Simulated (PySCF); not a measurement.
A PySCF script (with the pyscf-properties extension) for the NMR shieldings of `CB[C@H]1CC[SiH2]O1`, C₄H₁₁BOSi, on a GFN2-xTB geometry:

```python
import basis_set_exchange as bse
import numpy as np
from pyscf import gto, dft
from pyscf.prop import nmr

atoms = """
C     2.197637    0.855166   -0.060665
B     1.536553   -0.550836   -0.236638
C     0.236786   -0.784058   -1.111459
C    -0.941522   -1.328894   -0.271167
C    -1.603641   -0.118360    0.381451
Si   -1.401373    1.189328   -0.991120
O    -0.237768    0.381425   -1.786106
H     2.148524    1.162196    0.984793
H     1.739641    1.637026   -0.660366
H     3.259863    0.819406   -0.301598
H     1.997571   -1.491784    0.290162
H     0.468861   -1.513155   -1.901550
H    -0.596758   -2.067348    0.453041
H    -1.657826   -1.808577   -0.941922
H    -2.625187   -0.339566    0.680710
H    -1.054176    0.169708    1.278062
H    -0.917620    2.469658   -0.476166
H    -2.558322    1.324983   -1.870639
"""
names = dict.fromkeys(["C", "B", "Si", "O", "H"], "pcSseg-1")
basis = {el: gto.basis.parse(bse.get_basis(n, elements=[el], fmt="nwchem")) for el, n in names.items()}
mol = gto.M(atom=atoms, basis=basis, charge=0, verbose=0)
mf = dft.RKS(mol, xc="PBE0")
mf.grids.level = 2
mf.grids.alignment = dft.numint.BLKSIZE   # the property module wants whole blocks of grid points
mf.conv_tol = 1e-9
mf.kernel()

calc = nmr.RKS(mf)   # GIAO
C = mf.mo_coeff
Co = C[:, mf.mo_occ > 0]
resp = mf.gen_response(singlet=True, hermi=2)
def vind(x):   # induced exchange potential for any number of trial vectors
    d = np.einsum("pi,xij,qj->xpq", C, 2 * x.reshape(-1, C.shape[1], Co.shape[1]), Co, optimize=True)
    return np.einsum("xpq,pi,qj->xij", resp(d - d.transpose(0, 2, 1)), C, Co, optimize=True).ravel()
mo1, _ = nmr.rhf.solve_mo1(calc, with_cphf=vind)
sigma = calc.kernel(mo1)
for i, s in enumerate(sigma):   # ppm
    print("%2d %-2s %9.2f" % (i, mol.atom_pure_symbol(i), np.trace(s) / 3))
```

Task: What does it print?

Result: 
```
 0 C     174.41
 1 B       7.44
 2 C      98.84
 3 C     157.64
 4 C     172.91
 5 Si    356.12
 6 O     302.99
 7 H      31.21
 8 H      29.84
 9 H      30.76
10 H      23.86
11 H      26.80
12 H      29.37
13 H      29.74
14 H      30.72
15 H      31.24
16 H      26.59
17 H      26.65
```

These numbers come from an equivalent density-fitted implementation of the same equations, which agrees with the script to about 0.01 ppm for H and up to a few tenths of a ppm for heavy atoms, so last digits may differ.

Size and cost of the density-fitted run: 181 basis functions, 51 s wall time on 1 thread of an Arm Neoverse N1, shared host; peak memory 0.83 GiB.
